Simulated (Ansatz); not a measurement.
A single point on `FCOC(F)C(F)F`.

```yaml
crystal:
  periodic: [false, false, false]
  atoms:
    - {symbol: F, position_ang: [-1.028700, -2.202186, 0.447916]}
    - {symbol: C, position_ang: [-0.766351, -1.141158, 1.276263]}
    - {symbol: O, position_ang: [0.223426, -0.339066, 0.733540]}
    - {symbol: C, position_ang: [-0.154629, 0.382314, -0.369686]}
    - {symbol: F, position_ang: [-0.956148, 1.438897, -0.004376]}
    - {symbol: C, position_ang: [1.086605, 0.953715, -1.039562]}
    - {symbol: F, position_ang: [1.793872, -0.056160, -1.588998]}
    - {symbol: F, position_ang: [1.864720, 1.581878, -0.141050]}
    - {symbol: H, position_ang: [-0.374563, -1.522721, 2.218534]}
    - {symbol: H, position_ang: [-1.702097, -0.591273, 1.413687]}
    - {symbol: H, position_ang: [-0.718121, -0.223865, -1.087605]}
    - {symbol: H, position_ang: [0.808886, 1.664427, -1.824664]}
basis:
  gaussian: {orbitals: def2-TZVPP}
correlation: {method: mp2}
```

```sh
$ ansatz run in.yaml --threads 4 --pin off --events-out ev --progress --plain --max-ram 11315MiB
```

It prints (some lines left out):

```
Functional definition: HF
1947 factors; integrals over basis functions are off by at most 1.0e-3 eV
mean field evaluation 1: about -16017.1584 eV, gradient 4.8e1 eV
mean field evaluation 2: about -16017.5278 eV, gradient 4.8e1 eV
mean field evaluation 4: about -16021.9207 eV, gradient 4.6e0 eV
mean field evaluation 8: about -16021.9896 eV, gradient 2.7e-1 eV
mean field -16021.98991320 eV, -588.7972692154 hartree, gradient 1.8e-6 eV, S^2 0.000000; 0 other end points of the search recorded, 0 dependent functions left out
8 core orbitals not correlated: weight in the atoms' cores, before any rotation towards them, 1.000 or more for the frozen orbitals, at most 0.000 for the correlated occupied ones
reference -16021.98991320 eV, -588.7972692154 hartree; 25, 25 occupied and 271, 271 virtual orbitals, 1947 factors
second order -46.65189086 eV of doubles, -0.00000000 eV of singles
Total energy: -16068.64180406 eV, -590.5116945826 hartree
```

It took 7 s on 4 threads of an Arm Neoverse V1 on a shared host, with 0.97 GiB of host memory at the peak.
